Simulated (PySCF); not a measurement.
(NaF)4 cube, Na4F4.
Z-matrix (Å and degrees, PBE0-D3(BJ)/def2-SVP geometry), rows numbered from 1:
```
Na
F   1  2.1390
Na  2  2.1362  1   87.99
F   1  2.1357  2   91.93  3     2.10
Na  4  2.1379  1   88.15  2   -90.47
F   1  2.1418  2   92.37  3   -90.01
Na  6  2.1333  1   87.57  2     1.95
F   3  2.1333  2   92.07  1    89.62
```

The closed-shell ground state was solved at several levels (PySCF, density fitting, gas phase, non-relativistic).

```csv
level,basis functions,total energy (Eh),HOMO (eV),LUMO (eV),gap (eV),dipole (D)
PBE0/def2-SVPD,164,-1047.6866,-8.20,-0.42,7.78,0.04
PBE0/pcSseg-1,132,-1048.1457,-7.84,-0.31,7.53,0.03
```

Q: Estimate the row for KT2/pcSseg-1, a basis of 132 functions; the other rows only guide the guess.

A: Total energy -1060.8960 Eh, HOMO -6.04 eV, LUMO -0.83 eV, gap 5.21 eV, dipole 0.03 D.

Q: Over all these levels, which gives the widest orbital gap and which the narrowest?

A: PBE0/def2-SVPD (global hybrid, 25 % exact exchange) has the widest, 7.78 eV, and KT2/pcSseg-1 (GGA) the narrowest, 5.21 eV. Functional and basis both differ between the two, so the spread mixes both effects.

Q: How far do the dipole and the HOMO energy spread over the levels?

A: The dipole runs from 0.03 to 0.04 D (mean 0.03 D) and the HOMO from -8.20 to -6.04 eV.

One conformer stands for the species.
